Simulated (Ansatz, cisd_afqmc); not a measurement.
Species: GaF, charge 0, singlet. GaF (SMILES [F][Ga]).
B3LYP-D3(BJ)/def2-TZVP minimum from Ansatz (a first-principles code):
```
Ga
F 1 1.8005
```

Total energies in cc-pVQZ, 10 correlated electrons, 15 frozen orbitals. Radicals and triplets start from unrestricted determinants; spin-orbit coupling is neglected. Cores are frozen in correlated methods (noble-gas shells, and filled d and f shells in the p block). No relativity. AFQMC/CISD: phaseless, guided by CISD from CCSD amplitudes; bars are statistical, one sigma. Outlying blocks are dropped, and bars are widened where a walk drifts. Over all cases where full CI ran beside it in this data, AFQMC minus full CI had a median of +0.1 mEh and passed +0.4 mEh in a tenth of the cases.

```json
[
 {"method": "HF", "program": "Ansatz", "energy (Eh)": "-2022.83327", "minus CCSDT(Q) (mEh)": "355.83"},
 {"method": "MP2", "program": "Ansatz", "energy (Eh)": "-2023.17363", "minus CCSDT(Q) (mEh)": "15.47"},
 {"method": "CCSD", "program": "Ansatz", "energy (Eh)": "-2023.17698", "minus CCSDT(Q) (mEh)": "12.12"},
 {"method": "CCSD(T)", "program": "Ansatz", "energy (Eh)": "-2023.18855", "minus CCSDT(Q) (mEh)": "0.55"},
 {"method": "CCSDT(Q)", "program": "Ansatz", "energy (Eh)": "-2023.18910", "minus CCSDT(Q) (mEh)": "0.00"},
 {"method": "AFQMC/CISD", "program": "cisd_afqmc", "energy (Eh)": "-2023.1895 ± 0.0004", "minus CCSDT(Q) (mEh)": "-0.4 ± 0.4"}
]
```

Rough core times of Ansatz's runs on a shared machine: CCSD(T) under 20 s, CCSDT(Q) 10 min.
